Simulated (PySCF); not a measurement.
CH2Cl3FSi. Atoms are numbered in the order given.

```xyz
8

F      2.4294    -0.9746     0.0000
C      1.1396    -1.4695     0.0000
Si    -0.1060    -0.0533     0.0000
Cl     0.1351     1.1113     1.6749
Cl     0.1351     1.1113    -1.6749
Cl    -1.9865    -0.8970     0.0000
H      0.9809    -2.1002     0.8934
H      0.9809    -2.1002    -0.8934
```

The structure is a stationary point at B3LYP-D3(BJ)/def2-SVP. The values are those of a single conformer.

The numbers are results of B3LYP-D3(BJ)/def2-SVP run with PySCF, not measurements.

Frequencies are harmonic and unscaled.

Computed normal modes with their intensities:
| mode | ν (cm⁻¹) | IR (km/mol) | Raman (Å⁴/amu) | depolarisation | moving atoms (share of kinetic energy) |
|---|---|---|---|---|---|
| 1 | 68 | 3.0 | 0.2 | 0.75 | F 54 %, Cl 33 % |
| 2 | 102 | 1.8 | 0.8 | 0.73 | Cl 51 %, F 43 % |
| 3 | 156 | 2.7 | 2.2 | 0.75 | Cl 63 %, C 19 %, H 16 % |
| 4 | 169 | 2.2 | 2.5 | 0.75 | Cl 77 %, F 14 % |
| 5 | 204 | 1.7 | 2.4 | 0.75 | Cl 48 %, H 23 %, C 16 %, Si 13 % |
| 6 | 212 | 11.8 | 3.4 | 0.74 | Cl 57 %, Si 19 %, C 12 %, F 10 % |
| 7 | 327 | 6.1 | 6.0 | 0.18 | Cl 42 %, F 34 %, C 12 %, Si 10 % |
| 8 | 458 | 40.0 | 12.4 | 0.03 | Cl 57 %, C 20 %, Si 16 % |
| 9 | 595 | 136.3 | 3.1 | 0.75 | Si 55 %, Cl 35 % |
| 10 | 613 | 177.2 | 2.0 | 0.72 | Si 69 %, Cl 29 % |
| 11 | 736 | 49.4 | 3.7 | 0.35 | Si 42 %, C 40 %, H 14 % |
| 12 | 803 | 56.5 | 0.4 | 0.75 | H 61 %, C 27 %, Si 11 % |
| 13 | 1084 | 71.7 | 4.2 | 0.75 | C 50 %, F 41 % |
| 14 | 1236 | 4.3 | 7.6 | 0.75 | H 91 % |
| 15 | 1317 | 2.8 | 1.1 | 0.09 | H 74 %, C 25 % |
| 16 | 1448 | 4.7 | 11.8 | 0.74 | H 93 % |
| 17 | 3025 | 9.8 | 125.0 | 0.09 | H 95 % |
| 18 | 3085 | 8.5 | 85.7 | 0.75 | H 90 %, C 10 % |
